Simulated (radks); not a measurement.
Polarisability of the niobium ion Nb3+, [Kr] 4d2, at imaginary frequency. Method: non-relativistic Kohn-Sham, exchange-only LDA, spin-polarised, spherical densities, point nucleus; open shells are filled with parallel spins first (spin-orbit coupling, left out, can overturn this in heavy ions); relativity is left out, which matters for an element this heavy; computed with a radial shooting solver on a logarithmic mesh with Libxc functionals. Response by self-consistent Sternheimer equations with the Hartree and adiabatic exchange-only LDA kernel.

| w (hartree) | alpha1(iw) (bohr^3) |
|---|---|
| 0.00266 | 6.138 |
| 0.0143 | 6.135 |
| 0.0360 | 6.120 |
| 0.0697 | 6.072 |
| 0.118 | 5.957 |
| 0.186 | 5.725 |
| 0.280 | 5.333 |
| 0.413 | 4.765 |
| 0.605 | 4.039 |
| 0.892 | 3.185 |
| 1.35 | 2.247 |
| 2.12 | 1.339 |
| 3.59 | 0.6367 |
| 6.94 | 0.2348 |
| 17.5 | 0.05912 |

Static values: alpha1 = 6.138 bohr^3 (0.9096 angstrom^3; uncoupled 8.735). C6 = 26.83, triple-dipole C9 = 112.6 atomic units. One-pole (London) frequency 4 C6 / (3 alpha1^2) = 0.949 hartree, against 1.124 for minus the highest occupied eigenvalue. The dipole shielding factor is 0.927, as the force sum rule N/Z = 0.927 demands.
